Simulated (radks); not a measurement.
Question: Gd+, 63 electrons, occupied as [Kr] 4d10 4f7 5s2 5p4 5d1 6s1 6p2 (not the ground configuration). Method: scalar-relativistic Kohn-Sham, BLYP, spin-polarised, spherical densities, point nucleus; open shells are filled with parallel spins first (spin-orbit coupling, left out, can overturn this in heavy ions); computed with a radial shooting solver on a logarithmic mesh with Libxc functionals. Some entries of the table are withheld. Estimate them.

orbital  occ.  eigenvalue (hartree)  <r> (bohr)
1s up       1             -1842.227     0.02190
1s down     1             -1842.220     0.02190
2s up       1             -304.7250     0.09327
2s down     1             -304.7175     0.09327
2p up       3             -271.2467     0.08236
2p down     3             -271.2381     0.08236
3s up       1             -68.08739      0.2445
3s down     1             -67.98384      0.2443
3p up       3             -57.71841      0.2431
3p down     3             -57.61455      0.2428
3d up       5             -44.02187      0.2213
3d down     5             -43.94002      0.2210
4s up       1             -14.32744      0.5530
4s down     1             -14.08404      0.5530
4p up       3             -10.91017      0.5854
4p down     3             -10.66922      0.5855
4d up       5              -6.18494      0.6360
4d down     5              -5.94546      0.6364
5s up       1              -2.52775       1.300
5s down     1              -2.33258       1.317
5p up       3              -1.65563       1.488
5p down     1              -1.48514       1.521
4f up       7              -1.06395      0.8273
4f down     0              -0.83099      0.8476
5d up       1              -0.59680       2.091
6s up       1              -0.50073         (1)
5d down     0              -0.47894       2.177
6p up       2              -0.32007       3.858
7s up       0              -0.13911         (2)
6d up       0              -0.12156       6.155

Answer: 
(1) 6s up <r> (bohr): 3.177
(2) 7s up <r> (bohr): 7.093
